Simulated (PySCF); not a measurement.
From one molecule to another.

First species: 2,3'-bithiophene, C8H6S2.
InChI=1S/C8H6S2/c1-2-8(10-4-1)7-3-5-9-6-7/h1-6H

Second species: WNF3 (singlet state).
SMILES: `[N]#[W]([F])([F])[F]`

Levels: CAM-B3LYP/def2-SVPD for dipole moment, HOMO energy, LUMO energy, HOMO–LUMO gap and static isotropic polarisability; TDDFT CAM-B3LYP/def2-SVPD for lowest singlet excitation; TDA CAM-B3LYP/def2-SVPD for lowest triplet excitation (Tamm–Dancoff); ΔSCF CAM-B3LYP/def2-SVPD for vertical ionisation energy. Geometries: PBE0-D3(BJ)/def2-SVP. All species are isolated and taken at one optimised geometry (atoms past krypton carry core potentials, spin–orbit coupling is left out); the electronic structure was computed with PySCF and density fitting.

Dipoles, sizes and rotational constants follow the conformer. The torsions of the flexible species, by atom-mapped SMILES:
- `[cH:1]1[cH:2][s:3][c:4](-[c:5]2[cH:6][cH:7][s:8][cH:9]2)[cH:10]1`: S3–C4–C5–C6 0°

Question: Which of the two has the higher HOMO–LUMO gap, and by how much?

Answer: The second: 9.48 eV against 7.07 eV, a difference of 2.41 eV.

Question: Which of the two has the higher dipole moment, and by how much?

Answer: The second: 2.11 D against 0.41 D, a difference of 1.70 D.

Question: Which has the higher S1 energy?

Answer: The second: 4.73 eV against 4.51 eV, a difference of 0.22 eV.

Question: Which of the two has the higher T1 energy, and by how much?

Answer: The second: 4.23 eV against 2.93 eV, a difference of 1.30 eV.

Question: Which of the two has the higher static isotropic polarisability, and by how much?

Answer: The first: 131.1 au against 40.7 au, a difference of 90.4 au.

Question: Which of the two has the higher vertical ionisation energy, and by how much?

Answer: The second: 12.03 eV against 7.79 eV, a difference of 4.24 eV.

Question: Which has the higher LUMO energy?

Answer: The first: -0.17 eV against -1.60 eV, a difference of 1.43 eV.

Question: Which of the two has the higher HOMO energy, and by how much?

Answer: The first: -7.24 eV against -11.08 eV, a difference of 3.84 eV.

On the first: No computed singlet falls in the visible range (750 to 380 nm, 1.65 to 3.26 eV); S1 lies 1.25 eV above its blue end.

On the second: No computed singlet falls in the visible range (750 to 380 nm, 1.65 to 3.26 eV); S1 lies 1.47 eV above its blue end. The principal polarisabilities are 37.8, 37.8 and 46.7 au; their mean is the isotropic value. Atoms past krypton carry effective core potentials; spin–orbit coupling is left out.
